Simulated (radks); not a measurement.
Question: The mean radii <r> (bohr) of the occupied orbitals of an atom or ion are listed with their occupations. All-electron calculation, non-relativistic Kohn-Sham, PBE, spin-polarised, spherical densities, point nucleus. Program: a radial shooting solver on a logarithmic mesh with Libxc functionals.

orbital  occ.      <r>
1s up       1  0.06702
1s down     1  0.06702
2s up       1   0.3079
2s down     1   0.3075
2p up       3   0.2714
2p down     3   0.2711
3s up       1   0.8135
3p up       1   0.8120

Name the element and its charge. Open shells, if any, are filled with parallel spins first.

Answer: Z = 23, vanadium, charge +11: V11+ in [Ne] 3s1 3p1. The 1s radius gives Z: for a bare nucleus <r> = 1.5/Z, 0.06522 bohr for Z = 23, and screening makes it slightly larger (0.06702 here). The occupations add up to 12, and the charge is Z minus that.
